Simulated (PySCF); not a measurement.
Predicted microwave data (PBE0-D3(BJ)/def2-SVP geometry optimisation, gas phase (PySCF 2.14.0)) for one isomer of C6H6OS:

- Rotational constants: A = 6343, B = 879.8, C = 776.4 MHz
- Dipole components: |μa| = 4.50 D, |μb| = 0.19 D, |μc| = 0.00 D
- Inertial defect: -3.18 u·Å²
- κ: -0.96

**Question.** Which candidate fits, each taken in the one conformer that was computed?
A. `[CH3:1][C:2](=[S:3])[c:4]1[cH:5][cH:6][cH:7][o:8]1` with C1–C2–C4–C5 179°
B. `[CH3:1][c:2]1[cH:3][cH:4][c:5]([CH:6]=[S:7])[o:8]1` with C4–C5–C6–S7 0°
C. `[CH3:1][C:2](=[O:3])[c:4]1[cH:5][cH:6][cH:7][s:8]1` with C1–C2–C4–C5 180°

**Answer.** B. It is Cc1ccc(C=S)o1, a near-prolate asymmetric top, point group Cs. The candidates at the same level (rigid rotor, commonest isotopes):

```csv
SMILES,A (MHz),B (MHz),C (MHz),μa (D),μb (D),μc (D),Δ (u·Å²),point group,rotor
Cc1ccc(C=S)o1,6343,879.8,776.4,4.50,0.19,0.00,-3.18,Cs,near-prolate asymmetric top
CC(=S)c1ccco1,3805,1244,943.0,3.25,1.08,0.00,-3.14,Cs,asymmetric top
CC(=O)c1cccs1,3549,1423,1022,2.32,1.67,0.00,-3.17,Cs,asymmetric top
```

`CC(=O)c1cccs1` has B 62 % too high; `CC(=S)c1ccco1` has B 41 % too high. In the right answer the mirror of this Cs structure is the ab plane, so μc vanishes by symmetry. No structure here is proved a minimum.
